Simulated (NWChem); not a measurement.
System meant: RbF anion, doublet; SMILES of the neutral closed-shell parent [F][Rb]

Input file for NWChem:

```
start job
memory heap 200 mb stack 900 mb global 1100 mb
charge -1
geometry units angstroms noautoz
  Rb     0.000000     0.000000    -0.213639
  F      0.000000     0.000000     2.257957
end
basis spherical
  * library def2-svp
end
ecp
  Rb library def2-ecp
end
dft
  odft
  mult 3
  xc xpbe96 cpbe96
  iterations 150
  mulliken
end
task dft energy
```

End of the output:

```
 Summary of "ao basis" -> "" (spherical)
 ------------------------------------------------------------------------------
       Tag                 Description            Shells   Functions and Types
 ---------------- ------------------------------  ------  ---------------------
 *                          def2-svp                  on all atoms

 Summary of "ao basis" -> "ao basis" (spherical)
 ------------------------------------------------------------------------------
       Tag                 Description            Shells   Functions and Types
 ---------------- ------------------------------  ------  ---------------------
 Rb                         def2-svp                10       24   5s3p2d
 F                          def2-svp                 6       14   3s2p1d

 Summary of "ao basis" -> "ao basis" (spherical)
 ------------------------------------------------------------------------------
       Tag                 Description            Shells   Functions and Types
 ---------------- ------------------------------  ------  ---------------------
 Rb                         def2-svp                10       24   5s3p2d
 F                          def2-svp                 6       14   3s2p1d

      Symmetry analysis of basis
      --------------------------

        a1         16
        a2          0
        b1          3
        b2          3
        e          16

  number of electrons :                   19
  multiplicity        :                    3
 ------------------------------------------------------------------------
  no. of electrons and multiplicity not compatible                  19
 ------------------------------------------------------------------------
 ------------------------------------------------------------------------
  current input line :
    21: task dft energy
 ------------------------------------------------------------------------
 ------------------------------------------------------------------------
 There is an error in the input file
 ------------------------------------------------------------------------
 For more information see the NWChem manual at https://nwchemgit.github.io

0: no. of electrons and multiplicity not compatible:Received an Error in Communication
```

### Question
Find the fault in this run and fix the input.

### Answer
The program refused the input. Cause: the multiplicity doesn't fit the number of electrons (an even count wants an odd multiplicity, and the reverse). This input runs:
```
start job
memory heap 200 mb stack 900 mb global 1100 mb
charge -1
geometry units angstroms noautoz
  Rb     0.000000     0.000000    -0.213639
  F      0.000000     0.000000     2.257957
end
basis spherical
  * library def2-svp
end
ecp
  Rb library def2-ecp
end
dft
  odft
  mult 2
  xc xpbe96 cpbe96
  iterations 150
  mulliken
end
task dft energy
```
It converges to -123.80664 Ha (PBE/def2-SVP with def2 effective core potentials on Rb, spin-unrestricted).
